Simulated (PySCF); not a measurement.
## Electron correlation in O⁺ (oxygen, charge +1)

[He] 2s2 2p3, high-spin 4S determinant. Computed with PySCF 2.14 in x2c-SVPall (3s2p1d, 14 functions), with scalar relativity by spin-free X2C-1e. Frozen: 1s2; 5 electrons correlated.

MP2 pair energies summed by pair of shells (mhartree):

| pair | energy | share (%) |
| --- | --- | --- |
| 2s-2p | -45.34 | 65.7 |
| 2p-2p | -16.54 | 24.0 |
| 2s-2s | -7.11 | 10.3 |

Total MP2 correlation energy: -68.98 mhartree.

Same-spin part -19.32 and opposite-spin part -49.66 mhartree; SCS-MP2 scales them by 1/3 and 6/5 to -66.03 mhartree.

```json
{"level": "CCSD", "correlation energy (mhartree)": "-83.93"}
{"level": "(T)", "correlation energy (mhartree)": "-0.57"}
{"level": "CCSD(T)", "correlation energy (mhartree)": "-84.50"}
```

Diagnostics: T1 = 0.0038, D1 = 0.0069, largest double amplitude 0.035.

Question: Is a single reference adequate?

Answer: Yes: T1 lies below 0.03 and no double amplitude reaches 0.07.
